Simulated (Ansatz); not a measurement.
Cost and result for the atomization energy of `C[NH2+][B-](F)(F)F` (11 atoms, 10 bonds).

Z-matrix (Å, degrees):
```
C
N 1 1.471
H 1 1.088 2 108.3
H 1 1.088 2 108.3 3 -117.8
H 1 1.090 2 111.3 3 121.1
B 2 1.658 1 114.2 3 58.9
H 2 1.016 1 110.8 3 -61.9
H 2 1.016 1 110.8 3 179.7
F 6 1.372 2 103.9 1 179.9
F 6 1.371 2 105.0 1 -60.3
F 6 1.371 2 105.0 1 60.1
```

Charge 0, multiplicity 1. The structure was optimised at the PBE0-D4/def2-TZVP level. It is one conformer, not always the lowest. Program: Ansatz. All runs use 4 threads of an Arm Neoverse V1 on a shared host. Times are those of one run each, without the atoms' runs, and a repeat can differ threefold. Electronic energies, without spin–orbit coupling; frozen cores. CCSD(T)/CBS adds CCSD(T) − MP2 in def2-TZVPP to the MP2 limit, and its time is that of the two runs behind it. T1 = 0.010.

CCSD(T)/CBS is a level of theory with its own doubt, some kJ/mol a heavy atom from the limit and from the frozen cores, so smaller differences don't rank the functionals.

```json
{"level": "LDA (SPW92)/def2-TZVPP", "functions": "256", "wall time": "1.2 s", "atomization (kJ/mol)": "5207.1", "difference from CCSD(T)/CBS": "692.5", "per bond": "69.2"}
{"level": "revPBE-D4/def2-TZVPP", "functions": "256", "wall time": "1.9 s", "atomization (kJ/mol)": "4473.4", "difference from CCSD(T)/CBS": "-41.2", "per bond": "-4.1"}
{"level": "PBE-D4/def2-TZVPP (with forces)", "functions": "256", "wall time": "2.5 s", "atomization (kJ/mol)": "4607.7", "difference from CCSD(T)/CBS": "93.1", "per bond": "9.3"}
{"level": "PBE0-D4/def2-TZVPP", "functions": "256", "wall time": "2.8 s", "atomization (kJ/mol)": "4507.7", "difference from CCSD(T)/CBS": "-6.9", "per bond": "-0.7"}
{"level": "BHLYP-D4/def2-TZVPP", "functions": "256", "wall time": "2.9 s", "atomization (kJ/mol)": "4362.0", "difference from CCSD(T)/CBS": "-152.6", "per bond": "-15.3"}
{"level": "CAM-B3LYP-D4/def2-TZVPP", "functions": "256", "wall time": "3.2 s", "atomization (kJ/mol)": "4552.9", "difference from CCSD(T)/CBS": "38.3", "per bond": "3.8"}
{"level": "PBE-QIDH/def2-TZVPP", "functions": "256", "wall time": "6 s", "atomization (kJ/mol)": "4482.0", "difference from CCSD(T)/CBS": "-32.6", "per bond": "-3.3"}
{"level": "ωB97X-V/def2-TZVPP", "functions": "256", "wall time": "7.5 s", "atomization (kJ/mol)": "4513.7", "difference from CCSD(T)/CBS": "-0.9", "per bond": "-0.1"}
{"level": "CCSD(T)/def2-SVP", "functions": "109", "wall time": "9 s", "atomization (kJ/mol)": "4317.9", "difference from CCSD(T)/CBS": "-196.7", "per bond": "-19.7"}
{"level": "ωB97M-V/def2-TZVPP (with forces)", "functions": "256", "wall time": "11 s", "atomization (kJ/mol)": "4528.9", "difference from CCSD(T)/CBS": "14.3", "per bond": "1.4"}
{"level": "MP2/def2-QZVPP", "functions": "492", "wall time": "23 s", "atomization (kJ/mol)": "4587.9", "difference from CCSD(T)/CBS": "73.3", "per bond": "7.3"}
{"level": "CCSD(T)/def2-TZVPP", "functions": "256", "wall time": "4.6 min", "atomization (kJ/mol)": "4406.5", "difference from CCSD(T)/CBS": "-108.1", "per bond": "-10.8"}
{"level": "CCSD(T)/CBS(def2)", "functions": "–", "wall time": "5 min", "atomization (kJ/mol)": "4514.6", "difference from CCSD(T)/CBS": "0.0", "per bond": "0.0"}
```

From r2SCAN to r2SCAN0 (25 % exact exchange), in def2-TZVPP and without D4, the atomization energy moves by −82.9 kJ/mol: exact exchange takes away binding that semilocal exchange gives to molecules. Leaving LDA and LC-ωPBE aside and taking each functional with its dispersion term where it has one, the values spread over 245.7 kJ/mol, from BHLYP-D4 to PBE-D4. LDA lies +616.8 kJ/mol from PBE without D4, its usual overbinding. At CCSD(T), def2-SVP lies −196.7 kJ/mol from the extrapolated value and def2-TZVPP −108.1 kJ/mol: correlation converges slowly with the basis, and small sets miss more of it in the bonded molecule than in its fragments.
